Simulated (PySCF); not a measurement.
NMR data simulated for an unnamed compound:

1H NMR (500 MHz, computed): δ 5.65 (m, 1H), 5.46 (m, 2H).

13C{1H} NMR (computed): δ 234.0 (C), 124.7 (C), 87.6 (C), 87.5 (C), 82.8 (CH2), 77.2 (CH).

Method: GFN2-xTB geometry, GIAO PBE0/pcSseg-1 shieldings, in PySCF 2.14 (gas phase, no relativistic terms, one computed conformer, rapidly exchanging positions averaged).

References, each an isolated molecule treated in the same way: TMS for 1H (31.72 ppm) and 13C (186.93 ppm).

Problem. Which of these does the molecule contain: a C≡C triple bond, a non-aromatic C=C double bond, a methoxy group, a heteroaromatic ring, a CF3 group, a ketone?

Solution. 
- A C≡C triple bond: yes (δC 87.5, 87.6).
- A non-aromatic C=C double bond: yes.
- A methoxy group: no.
- A heteroaromatic ring: no.
- A CF3 group: yes (δC 124.7).
- A ketone: no.

The data belong to `C=C=CC#CC(F)(F)F`, C₆H₃F₃; they needn't prove each group on their own.

Carbon signals by region: 1 in the far downfield region (above 160 ppm), 1 in the sp2 and nitrile region (100–160 ppm), 4 at 50–100 ppm. Above 160 ppm: 234.0, central carbon of an allene.

Splittings by 19F in the carbon and heteronuclear signals aren't shown, as no couplings were computed. Shifts are as computed. Against solution values, carbons near 30 ppm lie about +3 ppm off and those near 130 ppm about +5 ppm. Of 1211 compounds with measured shifts, 218 miss one by over three times the rms of a fit or turn the order of signals round; such compounds aren't used in these exercises. Multiplicities follow the n + 1 count of equivalent neighbours, as no J values were calculated; m marks all less simple cases, F and P coupling included.
